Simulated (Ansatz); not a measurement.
Reaction (redistribution): `S[SiH2][SiH2]CCl` + `C=[N][SnH3]` → `C=N[SiH2]S` + `ClC[SiH2][SnH3]`

Calculated with Ansatz (gas phase, PBE0-D4/def2-TZVP geometries, no zero-point term in ΔE). CBS: MP2 limit from def2 TZ/QZ plus the TZ coupled-cluster correction, frozen cores. DFT in def2-TZVPP. B3LYP here is the variant with VWN-RPA as its local correlation; programs differ in this. def2 core potentials past Kr. For Sn outer-core shells are correlated without core-valence functions, which leaves a few kJ/mol of doubt a bond. Each species was taken in one conformer, which may not be the lowest.

`S[SiH2][SiH2]CCl`:

```xyz
12

S     0.237    0.532   -3.250
Si   -0.262    1.069   -1.235
Si    0.075   -0.769    0.180
C    -0.227   -0.307    1.986
Cl    0.065   -1.718    3.042
H     1.464    0.078   -2.944
H     0.519    2.249   -0.771
H    -1.695    1.458   -1.299
H     1.482   -1.228    0.030
H    -0.843   -1.871   -0.206
H    -1.255    0.017    2.152
H     0.440    0.490    2.315
```

`C=[N][SnH3]`:

Z-matrix (Å, degrees):
```
Sn
N 1 2.056
H 1 1.716 2 108.3
H 1 1.703 2 107.1 3 -120.4
H 1 1.703 2 107.1 3 120.4
C 2 1.258 1 119.1 3 -0.0
H 6 1.104 2 125.8 1 -0.0
H 6 1.099 2 119.5 1 -180.0
```

`C=N[SiH2]S`:

Cartesian coordinates in Å:
```
C -0.453 -0.500 1.670
N -0.141 0.377 0.824
Si -0.191 0.135 -0.898
S 1.771 0.275 -1.710
H -0.796 -1.515 1.415
H -0.393 -0.278 2.742
H -1.082 1.184 -1.446
H -0.664 -1.224 -1.289
H 1.950 1.546 -1.309
```

`ClC[SiH2][SnH3]`:

```xyz
11

Cl   -0.659    1.656   -1.754
C     0.754    0.590   -1.514
Si    0.934    0.186    0.324
Sn   -1.266   -0.788    1.205
H     1.628    1.112   -1.906
H     0.591   -0.308   -2.111
H     2.053   -0.787    0.477
H     1.291    1.434    1.050
H    -2.411    0.431    1.531
H    -1.921   -1.862    0.050
H    -0.993   -1.664    2.647
```

| level | ΔE (kJ/mol) |
| --- | --- |
| PBE-D4 | -71.7 |
| r2SCAN-D4 | -78.1 |
| B3LYP-D4 | -80.0 |
| B2PLYP | -79.7 |
| r2SCAN | -78.0 |
| MP2/def2-QZVPP | -85.3 |
| SCS-MP2/def2-QZVPP | -82.1 |
| MP2/CBS(def2) | -86.5 |

(1) What does CCSD(T)/CBS give? (An estimate is asked.)

Largest T1 diagnostic among the species: 0.014.

Results:

(1) Ansatz gave: -80.3 kJ/mol. The listed levels differ from it by 8.6, 2.2, 0.3, 0.6, 2.3, -5.0, -1.8, -6.2 kJ/mol.

In def2-TZVPP, CCSD(T) changes the Hartree–Fock value by +9.3 kJ/mol (the triples alone add +2.5 kJ/mol) and MP2 by +3.2 kJ/mol. From PBE to PBE0 (25 % exact exchange), in def2-TZVPP and without D4, ΔE moves by −6.8 kJ/mol.
